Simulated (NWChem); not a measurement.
System: P₂H₃, doublet; SMILES P[PH]

Excerpt of the output:

```
             Northwest Computational Chemistry Package (NWChem) 7.3.0
             --------------------------------------------------------

 C1  symmetry detected

                             Geometry "geometry" -> ""
                             -------------------------

 Output coordinates in angstroms (scale by  1.889725989 to convert to a.u.)

  No.       Tag          Charge          X              Y              Z
 ---- ---------------- ---------- -------------- -------------- --------------
    1 P                   15.0000    -0.06243436    -1.14664268    -0.01533797
    2 P                   15.0000     0.00325290     1.05480592    -0.08633158
    3 H                    1.0000     1.37855389    -1.22244345    -0.11932447
    4 H                    1.0000     0.77898396     1.31879396     1.10056782
    5 H                    1.0000    -1.26981590     1.28120094     0.54379989

 Effective nuclear repulsion energy (a.u.)      79.7683272785

                                 NWChem DFT Module
                                 -----------------

 Summary of "ao basis" -> "ao basis" (spherical)
 ------------------------------------------------------------------------------
       Tag                 Description            Shells   Functions and Types
 ---------------- ------------------------------  ------  ---------------------
 P                           6-31g*                  8       18   4s3p1d
 H                           6-31g*                  2        2   2s

            General Information
            -------------------
          SCF calculation type: DFT
          Wavefunction type:  spin polarized.
          No. of atoms     :     5
          No. of electrons :    33
           Alpha electrons :    17
            Beta electrons :    16
          Charge           :     0
          Spin multiplicity:     2
          Use of symmetry is: off; symmetry adaption is: off
          Maximum number of iterations: 200
          AO basis - number of functions:    42
                     number of shells:    22
          Convergence on energy requested:  1.00D-06
          Convergence on density requested:  1.00D-05
          Convergence on gradient requested:  5.00D-04

              XC Information
              --------------
                      r^2SCAN Method XC Functional
               r^2SCAN metaGGA Exchange Functional  1.000
                     r^2SCAN Correlation Potential  1.000

             Grid Information
             ----------------
          Grid used for XC integration:  medium
          Radial quadrature: Mura-Knowles
          Angular quadrature: Lebedev.
          Tag              B.-S. Rad. Rad. Pts. Rad. Cut. Ang. Pts.
          ---              ---------- --------- --------- ---------
          P                   1.00       88           8.0       590
          H                   0.35       45          10.0       434
          Grid pruning is: on
          Number of quadrature shells:   311
          Spatial weights used:  Erf1

      Superposition of Atomic Density Guess
      -------------------------------------

 Sum of atomic energies:        -682.75495135

      Non-variational initial energy
      ------------------------------

 Total energy =    -683.095180
 1-e energy   =   -1103.072312
 2-e energy   =     340.208805
 HOMO         =      -0.162278
 LUMO         =       0.058096

   convergence    iter        energy       DeltaE   RMS-Dens  Diis-err
 ---------------- ----- ----------------- --------- --------- ---------
 d= 0,ls=0.0,diis     1   -684.3450658179 -7.64D+02  8.61D-03  3.48D-02
                                                     6.74D-03  3.35D-02
 d= 0,ls=0.0,diis     2   -684.3609454771 -1.59D-02  5.22D-03  9.53D-03
                                                     4.83D-03  8.57D-03
 d= 0,ls=0.0,diis     3   -684.3644817971 -3.54D-03  2.47D-03  4.75D-03
                                                     2.66D-03  5.01D-03
 d= 0,ls=0.0,diis     4   -684.3684749352 -3.99D-03  6.40D-04  5.03D-04
                                                     6.10D-04  3.79D-04
 d= 0,ls=0.0,diis     5   -684.3688463864 -3.71D-04  1.30D-04  7.56D-06
                                                     1.63D-04  1.01D-05
 d= 0,ls=0.0,diis     6   -684.3688552214 -8.83D-06  6.97D-05  3.16D-06
                                                     5.81D-05  2.45D-06
 d= 0,ls=0.0,diis     7   -684.3688579321 -2.71D-06  1.98D-05  1.76D-07
                                                     1.53D-05  1.46D-07
 d= 0,ls=0.0,diis     8   -684.3688580845 -1.52D-07  7.52D-06  2.41D-08
                                                     6.04D-06  1.96D-08

         Total DFT energy =     -684.368858084459
      One electron energy =    -1104.397943300514
           Coulomb energy =      387.761250346741
    Exchange-Corr. energy =      -47.500492409208
 Nuclear repulsion energy =       79.768327278522

 Numeric. integr. density =       32.999991867231

                    DFT Final Alpha Molecular Orbital Analysis
                    ------------------------------------------

 Vector   15  Occ=1.000000D+00  E=-3.099877D-01
              MO Center=  8.1D-02, -2.8D-01,  4.7D-02, r^2= 3.1D+00
   Bfn.  Coefficient  Atom+Function         Bfn.  Coefficient  Atom+Function
  ----- ------------  ---------------      ----- ------------  ---------------
    27     -0.321423  2 P  pz                 7      0.309619  1 P  px
    10     -0.269136  1 P  s                  6     -0.237960  1 P  s
     9     -0.228731  1 P  pz                24      0.218957  2 P  s
    38      0.209809  3 H  s                 28      0.180887  2 P  s
    40     -0.163491  4 H  s                 37      0.154095  3 H  s

 Vector   16  Occ=1.000000D+00  E=-2.597278D-01
              MO Center= -7.0D-02, -3.1D-01, -2.1D-01, r^2= 3.3D+00
   Bfn.  Coefficient  Atom+Function         Bfn.  Coefficient  Atom+Function
  ----- ------------  ---------------      ----- ------------  ---------------
     8      0.342451  1 P  py                26     -0.329247  2 P  py
    10     -0.281611  1 P  s                  9      0.276602  1 P  pz
     7      0.215097  1 P  px                27      0.206405  2 P  pz
    30     -0.187408  2 P  py                13      0.169243  1 P  pz
    31      0.156000  2 P  pz                 6     -0.151913  1 P  s

 Vector   17  Occ=1.000000D+00  E=-2.078195D-01
              MO Center=  1.4D-02, -3.6D-01, -4.1D-02, r^2= 3.3D+00
   Bfn.  Coefficient  Atom+Function         Bfn.  Coefficient  Atom+Function
  ----- ------------  ---------------      ----- ------------  ---------------
     9      0.573266  1 P  pz                13      0.394829  1 P  pz
    27     -0.271378  2 P  pz                28      0.242450  2 P  s
     5     -0.212244  1 P  pz                24      0.186851  2 P  s
    40     -0.180331  4 H  s                 31     -0.158697  2 P  pz
    26      0.141670  2 P  py                39     -0.111048  4 H  s

 Vector   18  Occ=0.000000D+00  E=-2.759559D-02
              MO Center= -7.9D-03, -8.9D-02, -3.7D-02, r^2= 4.5D+00
   Bfn.  Coefficient  Atom+Function         Bfn.  Coefficient  Atom+Function
  ----- ------------  ---------------      ----- ------------  ---------------
    12      0.880134  1 P  py                30      0.882298  2 P  py
    28     -0.667355  2 P  s                 10      0.605643  1 P  s
     8      0.466818  1 P  py                26      0.442834  2 P  py
    38      0.191785  3 H  s                 24     -0.171407  2 P  s
    42     -0.172190  5 H  s                  4     -0.164178  1 P  py

 Vector   19  Occ=0.000000D+00  E= 2.438475D-03
              MO Center=  6.5D-03,  1.0D+00, -2.5D-02, r^2= 3.1D+00
   Bfn.  Coefficient  Atom+Function         Bfn.  Coefficient  Atom+Function
  ----- ------------  ---------------      ----- ------------  ---------------
    40     -0.954657  4 H  s                 29      0.936998  2 P  px
    42      0.760788  5 H  s                 25      0.459963  2 P  px
    31      0.360118  2 P  pz                30      0.224717  2 P  py
    10      0.185259  1 P  s                 39     -0.183926  4 H  s
    27      0.177628  2 P  pz                41      0.155730  5 H  s

 Vector   20  Occ=0.000000D+00  E= 1.511058D-02
              MO Center=  1.5D-01, -4.8D-01, -7.2D-03, r^2= 4.2D+00
   Bfn.  Coefficient  Atom+Function         Bfn.  Coefficient  Atom+Function
  ----- ------------  ---------------      ----- ------------  ---------------
    38      1.167648  3 H  s                 11     -0.896461  1 P  px
    42      0.607208  5 H  s                 10     -0.604038  1 P  s
    31     -0.414444  2 P  pz                 7     -0.403255  1 P  px
    29      0.391862  2 P  px                40      0.378878  4 H  s
    30     -0.363384  2 P  py                 6     -0.312560  1 P  s

                     DFT Final Beta Molecular Orbital Analysis
                     -----------------------------------------

 Vector   14  Occ=1.000000D+00  E=-3.334989D-01
              MO Center=  1.9D-02,  1.1D-02,  2.3D-02, r^2= 3.0D+00
   Bfn.  Coefficient  Atom+Function         Bfn.  Coefficient  Atom+Function
  ----- ------------  ---------------      ----- ------------  ---------------
    26     -0.319755  2 P  py                 8      0.294014  1 P  py
    38     -0.244847  3 H  s                  7     -0.243499  1 P  px
    42     -0.242924  5 H  s                 25      0.205576  2 P  px
    41     -0.200367  5 H  s                 37     -0.198154  3 H  s
    27     -0.159510  2 P  pz                22      0.122700  2 P  py

 Vector   15  Occ=1.000000D+00  E=-2.937207D-01
              MO Center=  2.7D-02, -1.8D-01, -2.1D-02, r^2= 3.2D+00
   Bfn.  Coefficient  Atom+Function         Bfn.  Coefficient  Atom+Function
  ----- ------------  ---------------      ----- ------------  ---------------
    27      0.342829  2 P  pz                 7     -0.308083  1 P  px
     6      0.278690  1 P  s                 10      0.252796  1 P  s
    24     -0.240920  2 P  s                 38     -0.183092  3 H  s
    31      0.180667  2 P  pz                28     -0.165267  2 P  s
    40      0.162706  4 H  s                 37     -0.143502  3 H  s

 Vector   16  Occ=1.000000D+00  E=-2.427752D-01
              MO Center= -7.1D-02,  4.6D-02, -2.1D-01, r^2= 3.5D+00
   Bfn.  Coefficient  Atom+Function         Bfn.  Coefficient  Atom+Function
  ----- ------------  ---------------      ----- ------------  ---------------
     8      0.339170  1 P  py                26     -0.339033  2 P  py
    27      0.284987  2 P  pz                10     -0.249929  1 P  s
    31      0.204753  2 P  pz                 7      0.197502  1 P  px
    30     -0.193432  2 P  py                24     -0.172900  2 P  s
     6     -0.164145  1 P  s                 12      0.147146  1 P  py

 Vector   17  Occ=0.000000D+00  E=-1.317121D-01
              MO Center= -1.8D-02, -8.2D-01,  4.1D-03, r^2= 2.8D+00
   Bfn.  Coefficient  Atom+Function         Bfn.  Coefficient  Atom+Function
  ----- ------------  ---------------      ----- ------------  ---------------
     9      0.595569  1 P  pz                13      0.480601  1 P  pz
    40     -0.230879  4 H  s                  5     -0.226996  1 P  pz
    28      0.228021  2 P  s                 27     -0.134155  2 P  pz
    24      0.108053  2 P  s                 39     -0.101735  4 H  s
    26      0.099332  2 P  py                42     -0.095706  5 H  s

 Vector   18  Occ=0.000000D+00  E=-1.809833D-02
              MO Center= -8.2D-03, -1.5D-01, -3.0D-02, r^2= 4.4D+00
   Bfn.  Coefficient  Atom+Function         Bfn.  Coefficient  Atom+Function
  ----- ------------  ---------------      ----- ------------  ---------------
    12      0.843707  1 P  py                30      0.845672  2 P  py
    28     -0.620246  2 P  s                 10      0.522134  1 P  s
     8      0.469693  1 P  py                26      0.412422  2 P  py
    38      0.295323  3 H  s                 42     -0.211565  5 H  s
    11     -0.202144  1 P  px                24     -0.169214  2 P  s

 Vector   19  Occ=0.000000D+00  E= 7.940934D-03
              MO Center= -2.7D-02,  9.8D-01, -2.5D-02, r^2= 3.2D+00
   Bfn.  Coefficient  Atom+Function         Bfn.  Coefficient  Atom+Function
  ----- ------------  ---------------      ----- ------------  ---------------
    29      0.964800  2 P  px                40     -0.881789  4 H  s
    42      0.835198  5 H  s                 25      0.464736  2 P  px
    31      0.299366  2 P  pz                30      0.239176  2 P  py
    12      0.197766  1 P  py                11     -0.187448  1 P  px
    10      0.183181  1 P  s                 39     -0.173996  4 H  s

   alpha - beta orbital overlaps
   -----------------------------

   alpha      1      2      3      4      5      6      7      8      9     10
    beta      2      1      3      4     10      5      6      8      7      9
 overlap   1.000  1.000  1.000  1.000  0.953  0.953  0.952  0.944  0.964  0.971

   alpha     11     12     13     14     15     16     17     18     19     20
    beta     11     12     13     14     15     16     17     18     19     20
 overlap   0.991  0.990  0.999  0.997  0.986  0.966  0.955  0.995  0.994  0.981

   alpha     21     22     23     24     25     26     27     28     29     30
    beta     21     22     24     23     25     26     27     28     29     30
 overlap   0.984  0.997  0.780  0.847  0.796  0.941  0.652  0.743  0.992  0.997

   alpha     31     32     33     34     35     36     37     38     39     40
    beta     31     32     33     34     35     36     38     37     39     40
 overlap   0.990  0.743  0.677  0.975  0.907  0.968  0.989  0.999  0.991  0.991

   alpha     41     42
    beta     41     42
 overlap   0.992  0.990

     --------------------------
     Expectation value of S2:
     --------------------------
      <S2> =      0.7563 (Exact =     0.7500)

     Multipole analysis of the density
     ---------------------------------

     L   x y z        total         alpha         beta         nuclear
     -   - - -        -----         -----         ----         -------
     0   0 0 0     -0.000000    -17.000000    -16.000000     33.000000

     1   1 0 0      0.176814      0.089826      0.086988      0.000000
     1   0 1 0      0.203336      0.928416     -0.725079     -0.000000
     1   0 0 1      0.368299      0.168573      0.199726      0.000000

     2   2 0 0    -20.227789    -18.136311    -17.012417     14.920938
     2   1 1 0     -1.309392      1.226778      1.604328     -4.140499
     2   1 0 1      0.250959     -0.012967      0.219446      0.044480
     2   0 2 0    -22.434089    -88.201310    -81.668225    147.435446
     2   0 1 1      1.247582     -1.418922     -1.589734      4.256238
     2   0 0 2    -21.835208    -15.754620    -11.924749      5.844161

[...]

                         DFT ENERGY GRADIENTS

    atom               coordinates                        gradient
                 x          y          z           x          y          z
   1 P      -0.117984  -2.166840  -0.028985   -0.007389  -0.002354   0.000814
   2 P       0.006147   1.993294  -0.163143    0.003473   0.000339  -0.008419
   3 H       2.605089  -2.310083  -0.225491    0.006280   0.000791  -0.000380
   4 H       1.472066   2.492159   2.079772    0.003747   0.000925   0.005180
   5 H      -2.399604   2.421119   1.027633   -0.006111   0.000299   0.002805
```

Level: r2SCAN/6-31G* (spherical d), spin-unrestricted. Coordinates come from a PBE-D3(BJ)/def2-SVP, spin-unrestricted optimisation. No stability test was run on the SCF state.

Q: Write an input that gives this output.

A: This is not unique; one that fits is the input that was run:
```
start job
memory heap 200 mb stack 900 mb global 1100 mb
geometry units angstroms noautoz
  P     -0.072652    -1.155214    -0.144790
  P     -0.014256     1.047162    -0.101654
  H      1.367007    -1.225262    -0.020366
  H      0.559747     1.255103     1.205044
  H     -1.373426     1.242830     0.326593
end
basis spherical
  P library 6-31g*
  H library 6-31g*
end
dft
  odft
  mult 2
  xc r2scan
  iterations 200
  convergence diis 20
end
task dft gradient
```
